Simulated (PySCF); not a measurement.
H2MgO2, SMILES [OH][Mg][OH].

Geometry: PBE-D3(BJ)/def2-TZVP. One conformer was computed; it need not be the lowest.

The numbers are results of PySCF with HF/def2-TZVPD, not measurements.

Symmetry labels are those of the subgroup C2 that the program uses (full group C2).

Computed valence orbital energies around the gap with their symmetry:
```csv
orbital,symmetry,energy (eV)
HOMO−7,A,-33.79
HOMO−6,B,-33.66
HOMO−5,A,-17.00
HOMO−4,B,-16.57
HOMO−3,A,-12.48
HOMO−2,B,-12.31
HOMO−1,A,-12.17
HOMO,B,-12.12
LUMO,A,0.64
LUMO+1,B,1.24
LUMO+2,A,1.32
LUMO+3,B,1.56
```
